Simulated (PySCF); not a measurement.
Job file and geometry (Å, from GFN2-xTB) of an NMR shielding run on `InChI=1S/C2H11BO2Si2/c1-7-5-3-4-2-6/h3H,2,7H2,1,6H3`, GIAO PBE0/pcSseg-1 NMR shielding, non-relativistic, gas phase (PySCF); density fitting, a coarse starting grid and PySCF grid level 2 are the driver's defaults:

```
$ OMP_NUM_THREADS=1 python probes_run.py task.json out

{"job": {"kind": "nmr", "xc": "PBE0", "basis": "pcSseg-1"}, "charge": 0, "multiplicity": 1}
C     -2.308436     1.001438     0.006194
Si    -1.816155    -0.736289     0.597843
O     -0.540868    -1.222033    -0.246413
B      0.436631    -1.846634    -0.906347
O      1.420324    -1.189904    -1.530311
C      1.488942     0.231973    -1.546918
Si     2.300276     0.861610     0.060311
H     -3.188961     1.355262     0.533798
H     -1.513353     1.724130     0.177737
H     -2.539635     1.016420    -1.056696
H     -2.912557    -1.687289     0.382667
H     -1.383480    -0.715157     1.999107
H      0.477207    -3.020714    -0.979503
H      2.076091     0.497454    -2.430398
H      0.485974     0.650268    -1.675203
H      3.616851     0.235810     0.187580
H      2.424298     2.318090    -0.066398
H      1.468093     0.531882     1.216534
```

Problem. What does the program print?

Solution. 
```
coarse grid: 15504 points
cycle   1  E = -836.4410276009  dE =  5.936e-01  |g| = 8.665e-01  |ddm| = 3.628e+00
cycle   2  E = -836.2862505374  dE =  1.548e-01  |g| = 1.261e+00  |ddm| = 1.545e+00
cycle   3  E = -836.5765141719  dE = -2.903e-01  |g| = 9.048e-02  |ddm| = 1.032e+00
cycle   4  E = -836.5778367773  dE = -1.323e-03  |g| = 3.847e-02  |ddm| = 8.353e-02
cycle   5  E = -836.5781941659  dE = -3.574e-04  |g| = 6.698e-03  |ddm| = 3.388e-02
cycle   6  E = -836.5782046161  dE = -1.045e-05  |g| = 9.354e-04  |ddm| = 6.570e-03
cycle   7  E = -836.5782048155  dE = -1.994e-07  |g| = 3.184e-04  |ddm| = 1.187e-03
final grid: 138984 points
cycle   8  E = -836.6375731036  dE = -3.178e-05  |g| = 1.106e-02  |ddm| = 2.234e-02
cycle   9  E = -836.6375515524  dE =  2.155e-05  |g| = 1.568e-02  |ddm| = 1.501e-02
cycle  10  E = -836.6375957557  dE = -4.420e-05  |g| = 9.639e-04  |ddm| = 9.149e-03
cycle  11  E = -836.6375959558  dE = -2.001e-07  |g| = 2.396e-04  |ddm| = 9.975e-04
cycle  12  E = -836.6375959668  dE = -1.098e-08  |g| = 9.341e-05  |ddm| = 2.363e-04
cycle  13  E = -836.6375959683  dE = -1.519e-09  |g| = 3.414e-05  |ddm| = 8.157e-05
cycle  14  E = -836.6375959685  dE = -2.040e-10  |g| = 6.838e-06  |ddm| = 2.470e-05
converged SCF energy = -836.6375959685

GIAO shielding tensors (ppm)
atom      isotropic    diamagn.    paramagn.     s11        s22        s33       span
  0 C      186.149     255.887     -69.738    172.964    189.805    195.678     22.714
  1 Si     379.743     880.801    -501.057    329.967    387.196    422.066     92.098
  2 O      220.000     397.044    -177.044    104.526    219.112    336.362    231.836
  3 B       79.798     198.331    -118.532     65.496     79.537     94.362     28.866
  4 O      208.429     395.199    -186.770     72.116    228.802    324.370    252.254
  5 C      134.129     252.714    -118.586     98.296    117.720    186.370     88.074
  6 Si     423.229     881.147    -457.918    390.696    415.565    463.428     72.732
  7 H       31.803      28.894       2.910     27.826     27.962     39.623     11.797
  8 H       31.100      34.457      -3.356     26.916     29.577     36.809      9.893
  9 H       31.174      31.545      -0.371     27.497     28.858     37.166      9.669
 10 H       26.320      28.454      -2.133     22.493     24.951     31.517      9.024
 11 H       26.422      30.259      -3.837     23.116     25.063     31.087      7.971
 12 H       27.660      30.139      -2.478     23.787     27.075     32.119      8.332
 13 H       27.667      29.536      -1.869     23.413     26.768     32.820      9.407
 14 H       27.448      34.724      -7.276     24.196     27.370     30.779      6.583
 15 H       27.707      29.327      -1.620     24.492     25.556     33.074      8.582
 16 H       27.853      29.712      -1.859     24.904     25.303     33.352      8.448
 17 H       27.794      31.610      -3.816     23.780     28.291     31.311      7.531
```

Size and cost of the density-fitted run: 188 basis functions, 59 s wall time on 1 thread of an Arm Neoverse N1, shared host; peak memory 0.84 GiB.
